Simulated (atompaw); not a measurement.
## Reading a pseudo-wave (Mg)

Columns: radius, all-electron u(r) and pseudo u(r) of the 2p shell (level -66.84 eV) of magnesium in the configuration [He] 2s2 2p6 3s0 3p0; LDA (PW92), scalar-relativistic, PAW (atompaw) scheme, atompaw 4.2.0.5.

| r (bohr) | all-electron | pseudo |
| --- | --- | --- |
| 0.056 | 0.1213 | 0.0243 |
| 0.112 | 0.3554 | 0.0947 |
| 0.167 | 0.5918 | 0.2020 |
| 0.223 | 0.7967 | 0.3393 |
| 0.279 | 0.9522 | 0.4918 |
| 0.335 | 1.0587 | 0.6450 |
| 0.390 | 1.1215 | 0.7830 |
| 0.446 | 1.1505 | 0.8995 |
| 0.502 | 1.1518 | 0.9841 |
| 0.558 | 1.1325 | 1.0331 |
| 0.613 | 1.0989 | 1.0477 |
| 0.669 | 1.0545 | 1.0333 |
| 0.725 | 1.0031 | 0.9968 |
| 0.781 | 0.9477 | 0.9466 |
| 0.837 | 0.8903 | 0.8903 |
| 0.892 | 0.8334 | 0.8334 |
| 0.948 | 0.7761 | 0.7761 |
| 1.004 | 0.7202 | 0.7202 |
| 1.060 | 0.6664 | 0.6664 |
| 1.115 | 0.6158 | 0.6158 |
| 1.171 | 0.5669 | 0.5669 |
| 1.227 | 0.5209 | 0.5209 |
| 1.283 | 0.4776 | 0.4776 |
| 1.338 | 0.4379 | 0.4379 |
| 1.394 | 0.4002 | 0.4002 |
| 1.450 | 0.3652 | 0.3652 |

Q: How many radial nodes do the two functions have?

A: The all-electron 2p function has n − l − 1 = 0; the pseudo-wave has 0.

Q: At about which radius was the pseudo-wave matched?

A: 0.90 bohr. The columns agree to 0.0005 from 0.84 bohr on; several derivatives are matched, so the curves merge somewhat inside the radius.

Q: Where does each function peak?

A: Outermost all-electron maximum near 0.50 bohr, pseudo maximum near 0.61 bohr (to the table’s step).

Q: Is the pseudo-wave norm-conserving?

A: No, it belongs to a PAW set: the norm inside the radius is not constrained, and the difference is carried by the augmentation charge.
